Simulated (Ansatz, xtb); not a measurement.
**C3H11BGeO: which of two isomers lies lower**

We compare a, `[BH3-][O+]1CC[CH2][GeH2]1`, a singlet, with b, `[BH2][Ge@H]([CH2]C)[O]C`, a singlet. Both are isolated molecules in the gas phase, relaxed with B3LYP-D3(BJ)/def2-SVP; the shapes shown needn't be the lowest conformers.

a (Å):

```yaml
atoms:
  - { symbol: C, position_ang: [-1.7602, 0.5746, -0.7027] }
  - { symbol: C, position_ang: [-0.8415, 0.8436, -1.8931] }
  - { symbol: C, position_ang: [0.3967, -0.0736, -1.8015] }
  - { symbol: B, position_ang: [-1.6163, 0.2135, 1.9054] }
  - { symbol: Ge, position_ang: [0.7592, -0.1425, 0.1335] }
  - { symbol: O, position_ang: [-0.9392, 0.5434, 0.4747] }
  - { symbol: H, position_ang: [-0.6510, 0.2167, 2.6620] }
  - { symbol: H, position_ang: [-2.1304, -0.8932, 1.7775] }
  - { symbol: H, position_ang: [-2.4143, 1.1146, 2.1100] }
  - { symbol: H, position_ang: [-2.5128, 1.3627, -0.5566] }
  - { symbol: H, position_ang: [-2.2835, -0.3941, -0.7949] }
  - { symbol: H, position_ang: [-1.3910, 0.6930, -2.8362] }
  - { symbol: H, position_ang: [-0.5241, 1.8992, -1.8681] }
  - { symbol: H, position_ang: [1.2441, 0.3033, -2.3911] }
  - { symbol: H, position_ang: [0.1678, -1.0935, -2.1490] }
  - { symbol: H, position_ang: [0.8574, -1.5371, 0.7621] }
  - { symbol: H, position_ang: [1.7491, 0.8730, 0.7164] }
```

b (Å):

```yaml
atoms:
  - { symbol: C, position_ang: [0.7611, -0.6581, -0.3390] }
  - { symbol: C, position_ang: [1.0582, 0.5106, -1.2823] }
  - { symbol: C, position_ang: [-2.3504, -1.4800, -1.7984] }
  - { symbol: B, position_ang: [-1.2981, 1.1308, 1.6541] }
  - { symbol: Ge, position_ang: [-1.0427, -0.5374, 0.4739] }
  - { symbol: O, position_ang: [-2.2321, -0.4231, -0.8830] }
  - { symbol: H, position_ang: [-2.1027, 1.9824, 1.3773] }
  - { symbol: H, position_ang: [-0.6187, 1.2735, 2.6408] }
  - { symbol: H, position_ang: [-1.3402, -1.8646, 1.2334] }
  - { symbol: H, position_ang: [1.4980, -0.7143, 0.4799] }
  - { symbol: H, position_ang: [0.8166, -1.6199, -0.8752] }
  - { symbol: H, position_ang: [2.0357, 0.3963, -1.7794] }
  - { symbol: H, position_ang: [1.0753, 1.4733, -0.7441] }
  - { symbol: H, position_ang: [0.2899, 0.5944, -2.0671] }
  - { symbol: H, position_ang: [-2.5909, -2.4461, -1.3083] }
  - { symbol: H, position_ang: [-3.1684, -1.2516, -2.5028] }
  - { symbol: H, position_ang: [-1.4300, -1.6348, -2.3983] }
```

Quicker runs give these differences E(b) − E(a): GFN2-xTB +85.1 kJ/mol; HF/STO-3G +189.4 kJ/mol (at GFN2-xTB geometries); r2SCAN-D4/def2-SVP +78.0 kJ/mol (at GFN2-xTB geometries).

Problem. Estimate E(b) − E(a) at the level CCSD(T)/def2-SVP + ΔMP2/def2-TZVPP.

Solution. Calculated at CCSD(T)/def2-SVP + ΔMP2/def2-TZVPP: E(b) − E(a) = +62.9 kJ/mol, so structure a lies lower.

The same difference at several levels:

```csv
level,geometry,E(b) − E(a) (kJ/mol),departure from the last row (kJ/mol),"job, with rough time for the two"
GFN2-xTB,GFN2-xTB,+85.1,+22.2,"optimisation, 1.3 s"
HF/STO-3G,GFN2-xTB,+189.4,+126.5,"single point, 0.68 s"
r2SCAN-D4/def2-SVP,GFN2-xTB,+78.0,+15.1,"single point, 6 s"
B3LYP-D3(BJ)/def2-SVP,B3LYP-D3(BJ)/def2-SVP,+67.5,+4.7,"optimisation, 90 s"
HF/def2-SVP,B3LYP-D3(BJ)/def2-SVP,+37.7,−25.2,part of the CCSD(T) run
MP2/def2-SVP,B3LYP-D3(BJ)/def2-SVP,+81.8,+18.9,part of the CCSD(T) run
CCSD(T)/def2-SVP,B3LYP-D3(BJ)/def2-SVP,+76.0,+13.1,single point
CCSD(T)/def2-SVP + ΔMP2/def2-TZVPP,B3LYP-D3(BJ)/def2-SVP,+62.9,,"single point, 2.4 min"
```

As drawn, b has 1 B–Ge, 2 C–H in place of 1 B–O, 1 C–C, 1 B–H, 1 Ge–H. Structure a has a 5-membered ring, b no ring.

None of the levels shown reverses the order. The largest departure from CCSD(T)/def2-SVP + ΔMP2/def2-TZVPP is that of HF/STO-3G, 126.5 kJ/mol. The last row adds to CCSD(T) the change of the MP2 difference between the two basis sets, here −13.1 kJ/mol, a large step that makes the value less sure.

With thermal terms from frequencies at re-optimised GFN2-xTB minima (ideal gas, soft modes damped towards free rotors, one conformer each, 298.15 K, 1 atm): the zero-point term adds +0.7 kJ/mol; ΔH is +70.0 and ΔG +53.8 kJ/mol.

The correlated steps freeze 14 core orbitals; the filled d shell of Ge is correlated, in a basis made for valence electrons. Mirror images aren't counted in ΔG. Programs: Ansatz 0.2.0, xtb 6.7.1; the last row on 4 threads of Arm Neoverse V1 on a shared host.
